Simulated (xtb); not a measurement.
GeH3O3, SMILES [OH][Ge]([OH])[OH] (connectivity only; charge and spin as stated), charge +1, multiplicity 1. All values are semi-empirical tight-binding results from xtb (GFN2-xTB unless named), good for trends rather than for accurate numbers. Coordinates come from a GFN2-xTB optimisation. The multiplicity is an assumed one; other spin states were not compared. The isomer is the one that the SMILES or the coordinates give; other isomers of the formula were not compared. One conformer was computed; it need not be the lowest.

For metal compounds this method's bond lengths and energies can be far off.

The point group as xtb finds it comes out as Cs, the orbital gap comes out as 5.92 eV and the zero-point energy is 23.1 kcal/mol. The G − E(el) at 298.15 K (modified RRHO) comes out as 4.6 kcal/mol.
